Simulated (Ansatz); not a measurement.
Basis-set extrapolation for `O[SiH](F)CS` (PBE0-D4/def2-TZVP geometry, frozen core, Ansatz). Multiplicity 1, RHF reference.

```csv
,def2-TZVPP,def2-QZVPP
HF,-901.796342,-901.827619
MP2 correlation,-0.960866,-1.042065
CCSD(T) correlation,-1.036896,not run
```

Energies in hartree. Use E(X) = E(∞) + A·exp(−7.88·√X) for Hartree–Fock and E(X) = E(∞) + B·X^(−2.97) for correlation, with X = 3 and 4, and add CCSD(T) minus MP2 of the smaller set to the MP2 limit.

Q: What is the CCSD(T) energy at the basis-set limit?

A: HF limit: -901.827619 + (-0.031277) × 0.13774 = -901.83193. MP2 limit: -1.042065 + (-0.081199) × 0.74074 = -1.10221. Higher-order term: -1.036896 − (-0.960866) = -0.07603. Total: -903.01017 hartree, 464.5 kJ/mol below CCSD(T)/def2-TZVPP.
